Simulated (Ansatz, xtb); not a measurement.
Relaxing a trial structure of CH3F3OSn

The starting geometry of this gas-phase singlet was built from a drawn formula by distance geometry and a force field; its bonds are those of `O[CH2][Sn]([F])([F])[F]`.

```json
{"atom": "C", "x (Å)": "1.0785", "y (Å)": "1.4366", "z (Å)": "-1.2623"}
{"atom": "F", "x (Å)": "-1.5299", "y (Å)": "3.3735", "z (Å)": "-0.3387"}
{"atom": "F", "x (Å)": "-0.7335", "y (Å)": "0.9446", "z (Å)": "1.5652"}
{"atom": "F", "x (Å)": "-2.1067", "y (Å)": "0.3718", "z (Å)": "-1.2698"}
{"atom": "O", "x (Å)": "1.5126", "y (Å)": "0.1070", "z (Å)": "-1.2259"}
{"atom": "Sn", "x (Å)": "-0.8817", "y (Å)": "1.5150", "z (Å)": "-0.3027"}
{"atom": "H", "x (Å)": "1.6972", "y (Å)": "-0.1429", "z (Å)": "-0.2901"}
{"atom": "H", "x (Å)": "1.7723", "y (Å)": "2.1490", "z (Å)": "-0.7341"}
{"atom": "H", "x (Å)": "0.9613", "y (Å)": "1.7521", "z (Å)": "-2.3042"}
```

Problem. Predict what becomes of its bonds when it is optimised with r2SCAN-D4/def2-SVP.

Solution. It keeps its bonds, and is `O[CH2][Sn]([F])([F])[F]`.

The energy falls by 0.22 eV over 16 steps:

| step | E − E(last) (eV) |
| --- | --- |
| 1 | 0.217 |
| 3 | 0.055 |
| 4 | 0.050 |
| 6 | 0.043 |
| 8 | 0.030 |
| 9 | 0.023 |
| 11 | 0.005 |
| 13 | 0.001 |
| 14 | 0.000 |
| 16 | 0.000 |

Final geometry (Å):

```tsv
atom	x (Å)	y (Å)	z (Å)
C	1.1594	1.3786	-1.3566
F	-1.6128	3.2797	0.0987
F	-0.3680	0.6384	1.0822
F	-2.4308	0.6675	-1.1998
O	1.5888	0.1574	-0.8991
Sn	-0.8835	1.6078	-0.5360
H	1.4712	0.1244	0.0670
H	1.7033	2.2585	-0.9647
H	1.1426	1.3941	-2.4543
```

From the same start GFN2-xTB ends elsewhere, in pieces: F3HSn + CH2O.

No frequencies were run, so the end isn't proven a minimum. Atoms past krypton carry core potentials, without spin–orbit terms. Run with Ansatz 0.2.0, 42 s on 2 threads of Arm Neoverse V2, on a shared host.
